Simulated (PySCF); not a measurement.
Isomers of C4H12GeO, from PBE0-D3(BJ)/def2-SVP geometry optimisation, gas phase in PySCF. One conformer each, no zero-point energy, no frequencies.

**Question.** Which is lowest in electronic energy at this level?
A. `[CH3:1][CH2:2][Ge@H:3]([CH3:4])[O:5][CH3:6]` with C1–C2–Ge3–C4 56°, C2–Ge3–O5–C6 -60°: A = 2477, B = 2136, C = 1459 MHz, dipole 1.38 D
B. Ge(OMe)Me3 (`C[O][Ge]([CH3])([CH3])[CH3]`): A = 2834, B = 1870, C = 1868 MHz, dipole 1.58 D
C. `[CH3:1][CH2:2][C@@H:3]([CH3:4])[O:5][GeH3:6]` with C1–C2–C3–C4 178°, C2–C3–O5–Ge6 157°: A = 3805, B = 1162, C = 940.3 MHz, dipole 1.07 D

**Answer.** B. That is Ge(OMe)Me3 (`[CH3][Ge]([O]C)([CH3])[CH3]`), 8.9 kcal/mol below the next.

| SMILES | mapped SMILES | E (Eh) | relative (kcal/mol) | relative (kJ/mol) | dipole (D) |
| --- | --- | --- | --- | --- | --- |
| C[O][Ge]([CH3])([CH3])[CH3] | – | -2310.94537 | 0.0 | 0.0 | 1.58 |
| C[CH2][Ge@H]([CH3])[O]C | [CH3:1][CH2:2][Ge@H:3]([CH3:4])[O:5][CH3:6] | -2310.93124 | 8.9 | 37.1 | 1.38 |
| CC[C@@H](C)[O][GeH3] | [CH3:1][CH2:2][C@@H:3]([CH3:4])[O:5][GeH3:6] | -2310.92252 | 14.3 | 60.0 | 1.07 |
